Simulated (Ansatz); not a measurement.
Two members of one family (BN nanocrystals, H-capped), computed with Ansatz in the gas phase. A negative affinity means that the extra electron isn't bound at that geometry and level; within about 0.2 eV of zero the sign isn't settled. Binding counts from free atoms in the multiplicity of their measured ground term, without zero-point energy. Sets without diffuse functions give affinities that are too small. A dash marks a value that wasn't run or was left out as unsound. The structures are stationary points that may keep the symmetry of their start. Remarks come from the PBE and PBE0 runs and from stability tests at other levels; not every state was tested. A HOMO above zero means that the electron is unbound at that level and held by the basis, or that self-interaction error raises the level; the energy of removing that electron tells which.

First: B8N8H22, cut from wurtzite (singlet, charge 0, PBE-D4/def2-SVP geometry).

```xyz
38

B    -0.341   -2.300    1.843
N    -1.759   -1.970    1.159
N     0.612   -1.117    1.372
B     0.790   -1.117   -0.196
B    -1.759   -0.634    0.292
N    -0.652   -0.782   -0.818
N     1.755    0.047   -0.651
B     1.958    0.041   -2.229
B    -0.630    0.516   -1.708
N     0.488    0.319   -2.824
B     0.092    0.258    1.909
N    -1.302    0.552    1.205
N     1.099    1.387    1.418
B     1.262    1.449   -0.164
B    -1.304    1.906    0.359
N    -0.192    1.683   -0.763
H     0.074   -3.376    1.418
H    -0.469   -2.283    3.066
H    -2.063   -2.754    0.568
H    -2.492   -1.894    1.876
H     1.517   -1.340    1.807
H     1.207   -2.202   -0.586
H    -2.877   -0.459   -0.186
H    -0.933   -1.562   -1.425
H     2.695   -0.140   -0.280
H     2.346   -1.063   -2.605
H     2.709    0.956   -2.566
H    -1.712    0.727   -2.249
H     0.206   -0.443   -3.453
H     0.499    1.152   -3.426
H     0.010    0.282    3.135
H    -2.013    0.694    1.932
H     2.012    1.303    1.885
H     0.706    2.294    1.717
H     2.041    2.351   -0.463
H    -2.404    2.098   -0.150
H    -0.991    2.864    1.087
H    -0.185    2.554   -1.305
```

```json
{"level": "PBE-D4/def2-SVP", "HOMO (eV)": "-5.95", "LUMO (eV)": "-0.07", "gap (eV)": "5.88", "vertical EA (eV)": "–", "binding per atom (eV)": "4.29"}
{"level": "PBE-D4/def2-TZVP", "HOMO (eV)": "-6.10", "LUMO (eV)": "-0.73", "gap (eV)": "5.37", "vertical EA (eV)": "-0.68", "binding per atom (eV)": "4.22"}
{"level": "r2SCAN-D4/def2-TZVP", "HOMO (eV)": "-6.36", "LUMO (eV)": "-0.12", "gap (eV)": "6.24", "vertical EA (eV)": "–", "binding per atom (eV)": "4.13"}
{"level": "PBE0-D4/def2-SVP", "HOMO (eV)": "-7.28", "LUMO (eV)": "0.86", "gap (eV)": "8.14", "vertical EA (eV)": "–", "binding per atom (eV)": "4.23"}
{"level": "PBE0-D4/def2-TZVP", "HOMO (eV)": "-7.39", "LUMO (eV)": "0.07", "gap (eV)": "7.46", "vertical EA (eV)": "-1.04", "binding per atom (eV)": "4.16"}
```

Remarks: HOMO above zero (-1 doublet).

Second: B9N9H24, cut from wurtzite (singlet, charge 0, PBE-D4/def2-SVP geometry).

```xyz
42

B    -2.235   -2.012   -0.862
N    -0.860   -2.465   -1.578
N    -1.836   -0.727   -0.024
B    -0.783   -1.071    1.091
B     0.378   -1.534   -1.237
N     0.562   -1.517    0.322
N    -0.413    0.214    1.919
B     0.636   -0.116    3.060
B     1.786   -0.603    0.687
N     1.954   -0.605    2.264
B    -1.355    0.442   -0.958
N     0.013   -0.063   -1.648
N    -0.981    1.711   -0.110
B     0.082    1.392    1.004
B     1.225    0.881   -1.323
N     1.393    0.849    0.238
B    -0.506    2.907   -1.035
N     0.833    2.356   -1.751
H    -2.611   -2.916   -0.118
H    -3.059   -1.727   -1.729
H    -0.631   -3.434   -1.324
H    -0.986   -2.495   -2.598
H    -2.714   -0.441    0.432
H    -1.188   -1.970    1.822
H     1.378   -1.945   -1.820
H     0.798   -2.473    0.612
H    -1.250    0.525    2.430
H     0.235   -1.039    3.767
H     0.914    0.898    3.701
H     2.828   -0.987    0.159
H     2.222   -1.549    2.571
H     2.759   -0.018    2.517
H    -2.201    0.709   -1.807
H    -0.117   -0.054   -2.666
H    -1.833    2.066    0.343
H     0.344    2.390    1.668
H     2.251    0.538   -1.908
H     2.181    1.465    0.472
H    -1.348    3.147   -1.900
H    -0.217    3.893   -0.357
H     0.729    2.393   -2.773
H     1.623    2.983   -1.554
```

**Question.** Estimate how these quantities change from the first to the second (second minus first).

**Answer.** 
```tsv
level	Δ HOMO (eV)	Δ LUMO (eV)	Δ gap (eV)	Δ vertical EA (eV)	Δ binding per atom (eV)
PBE-D4/def2-SVP	0.00	-0.15	-0.14	–	0.04
PBE-D4/def2-TZVP	-0.01	-0.15	-0.13	0.16	0.04
r2SCAN-D4/def2-TZVP	-0.04	-0.16	-0.12	–	0.04
PBE0-D4/def2-SVP	-0.05	-0.15	-0.10	–	0.04
PBE0-D4/def2-TZVP	-0.06	-0.15	-0.09	0.16	0.04
```

Remarks: HOMO above zero (-1 doublet).
